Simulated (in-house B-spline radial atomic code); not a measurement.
RPA and G0W0 for Yb, [Xe] 4f14 6s2, as one setting changes: the radius of a hard wall (bohr). Start: PBE. A dash marks a level of low quasi-particle weight. Computed with an all-electron radial atomic-structure program (B-spline basis): all electrons, scalar-relativistic (spin-free one-electron X2C), finite nucleus, each spin shell either full or empty, empty states to l = 9 with an (l + 1/2)⁻⁴ tail; G0W0 by contour deformation at full frequency.

Without the two-electron picture change, the correlation of inner shells comes somewhat too large for so heavy an element.

```json
{"radius of a hard wall (bohr)": "5", "mean-field level (eV)": "1.298", "G0W0 level (eV)": "-", "RPA correlation (Eh)": "-6.6437"}
{"radius of a hard wall (bohr)": "6", "mean-field level (eV)": "?", "G0W0 level (eV)": "?", "RPA correlation (Eh)": "?"}
{"radius of a hard wall (bohr)": "8", "mean-field level (eV)": "?", "G0W0 level (eV)": "?", "RPA correlation (Eh)": "?"}
{"radius of a hard wall (bohr)": "12", "mean-field level (eV)": "-3.004", "G0W0 level (eV)": "-", "RPA correlation (Eh)": "-6.5838"}
```

What belongs in the row for 6?

mean-field level (eV): -0.960; G0W0 level (eV): -; RPA correlation (Eh): -6.6167.

What belongs in the row for 8?

mean-field level (eV): -2.458; G0W0 level (eV): -; RPA correlation (Eh): -6.593.
